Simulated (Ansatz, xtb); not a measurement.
**C3H7BGe: 3 structures ranked**

3 gas-phase structures of C3H7BGe, from a drawn sample of its isomers (lower ones may exist). Each was relaxed with GFN2-xTB:

A. `BC#C[CH2][GeH3]`, a singlet
B. `BCC#[C][GeH3]`, a singlet
C. `B[C@@H]([GeH3])C#C`, a singlet

Question: Make a reasoned guess at their ranking by r2SCAN-D4/def2-SVP single-point energy.

Answer: Calculated order at r2SCAN-D4/def2-SVP: A (0.0), B (42.2), C (56.2) kJ/mol.

Energies above the lowest of each column, in kJ/mol; the last columns are at B3LYP-D3(BJ)/def2-SVP geometries:

```json
{"structure": "A", "GFN2-xTB": "0.0", "HF/STO-3G": "0.0", "r2SCAN-D4/def2-SVP": "0.0", "B3LYP-D3(BJ)/def2-SVP": "0.0", "CCSD(T)/def2-SVP + ΔMP2/def2-TZVPP": "0.0"}
{"structure": "B", "GFN2-xTB": "22.8", "HF/STO-3G": "9.4", "r2SCAN-D4/def2-SVP": "42.2", "B3LYP-D3(BJ)/def2-SVP": "42.3", "CCSD(T)/def2-SVP + ΔMP2/def2-TZVPP": "28.3"}
{"structure": "C", "GFN2-xTB": "45.4", "HF/STO-3G": "67.8", "r2SCAN-D4/def2-SVP": "56.2", "B3LYP-D3(BJ)/def2-SVP": "53.3", "CCSD(T)/def2-SVP + ΔMP2/def2-TZVPP": "38.3"}
```

Every level run on A puts it lowest or level with the lowest. Flexible structures stand in one conformer each, not always the lowest. ΔMP2 is the change of the MP2 energy from the smaller to the larger basis.

Programs: Ansatz 0.2.0, xtb 6.7.1.
